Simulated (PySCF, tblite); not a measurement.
Species: C9H11N.
SMILES with atom numbers: `[cH:1]1[cH:2][cH:3][c:4]([CH:5]2[CH2:6][CH2:7][CH2:8]2)[n:9][cH:10]1` (hydrogens: H11 on C1; H12 on C2; H13 on C3; H14 on C5; H15, H16 on C6; H17, H18 on C7; H19, H20 on C8; H21 on C10)

The geometry is computed with GFN2-xTB (gas phase).

**Question.** List the bond lengths, angles and torsions at this level.

**Answer.** 
```json
{"bond": "C1–C2", "length (bohr)": "2.619", "order": "aromatic"}
{"bond": "C2–C3", "length (bohr)": "2.615", "order": "aromatic"}
{"bond": "C3–C4", "length (bohr)": "2.633", "order": "aromatic"}
{"bond": "C4–C5", "length (bohr)": "2.822", "order": "single"}
{"bond": "C5–C6, C5–C8", "length (bohr)": "2.919", "order": "single"}
{"bond": "C6–C7, C7–C8", "length (bohr)": "2.898", "order": "single"}
{"bond": "C4–N9", "length (bohr)": "2.511", "order": "aromatic"}
{"bond": "N9–C10", "length (bohr)": "2.492", "order": "aromatic"}
{"bond": "C1–C10", "length (bohr)": "2.620", "order": "aromatic"}
{"bond": "C1–H11", "length (bohr)": "2.039", "order": "single"}
{"bond": "C2–H12", "length (bohr)": "2.043", "order": "single"}
{"bond": "C3–H13", "length (bohr)": "2.041", "order": "single"}
{"bond": "C5–H14", "length (bohr)": "2.062", "order": "single"}
{"bond": "C6–H15, C8–H20", "length (bohr)": "2.056", "order": "single"}
{"bond": "C6–H16, C8–H19", "length (bohr)": "2.054", "order": "single"}
{"bond": "C7–H17", "length (bohr)": "2.057", "order": "single"}
{"bond": "C7–H18", "length (bohr)": "2.055", "order": "single"}
{"bond": "C10–H21", "length (bohr)": "2.047", "order": "single"}
```

Bonds in one row agree within 0.02 bohr and their mean is given. Orders are formal, as drawn. A selection of angles:
```json
{"angle": "C2–C1–C10", "degrees": "117.8"}
{"angle": "C2–C1–H11", "degrees": "121.3"}
{"angle": "C10–C1–H11", "degrees": "120.8"}
{"angle": "C1–C2–C3", "degrees": "118.9"}
{"angle": "C1–C2–H12", "degrees": "120.6"}
{"angle": "C3–C2–H12", "degrees": "120.5"}
{"angle": "C2–C3–C4", "degrees": "119.0"}
{"angle": "C2–C3–H13", "degrees": "120.7"}
{"angle": "C4–C3–H13", "degrees": "120.3"}
{"angle": "C3–C4–C5", "degrees": "121.8"}
{"angle": "C3–C4–N9", "degrees": "121.8"}
{"angle": "C5–C4–N9", "degrees": "116.5"}
{"angle": "C4–C5–C6", "degrees": "116.3"}
{"angle": "C4–C5–H14", "degrees": "110.2"}
{"angle": "C6–C5–C8", "degrees": "88.3"}
{"angle": "C6–C5–H14", "degrees": "112.2"}
{"angle": "C5–C6–C7", "degrees": "89.7"}
{"angle": "C5–C6–H15", "degrees": "115.9"}
{"angle": "C5–C6–H16", "degrees": "110.9"}
{"angle": "C7–C6–H15", "degrees": "116.9"}
{"angle": "C7–C6–H16", "degrees": "112.4"}
{"angle": "H15–C6–H16", "degrees": "109.7"}
{"angle": "C6–C7–C8", "degrees": "89.1"}
{"angle": "C6–C7–H17", "degrees": "112.7"}
{"angle": "C6–C7–H18", "degrees": "116.1"}
{"angle": "H17–C7–H18", "degrees": "109.0"}
{"angle": "C4–N9–C10", "degrees": "119.0"}
{"angle": "N9–C10–H21", "degrees": "115.3"}
{"angle": "C1–C10–N9", "degrees": "123.5"}
{"angle": "C1–C10–H21", "degrees": "121.1"}
```

Torsions: C3–C4–C5–C6 -129° (anticlinal); C4–C5–C6–C7 -132° (anticlinal); C5–C6–C7–C8 14° (synperiplanar); C6–C7–C8–C5 -14° (synperiplanar); C4–C5–C8–C7 132° (anticlinal).

The C–C distances run from 1.384 Å (C2–C3, aromatic) to 1.544 Å (C5–C6, drawn single), a spread of 0.160 Å. The 6-membered ring C1–C2–C3–C4–N9–C10 has internal angles of 117.8° to 123.5° (sum 720°, against 720° for a flat polygon); it is planar, 0.00 Å rms from its mean plane, widest ring torsion 0°. Of the pairs four or more bonds apart, N9···H19 is among the closest relative to their van der Waals radii: 2.58 Å, 94 % of the sum of Bondi's values. The 4-membered ring C5–C6–C7–C8 has internal angles of 88.3° to 89.7° (sum 357°, against 360° for a flat polygon); it is puckered, 0.09 Å rms from its mean plane, widest ring torsion 14°.

Point group: Cs (tolerance 0.08 Å). Its GFN2-xTB frequencies are all real (lowest 18 cm⁻¹). One conformer, not necessarily the lowest.
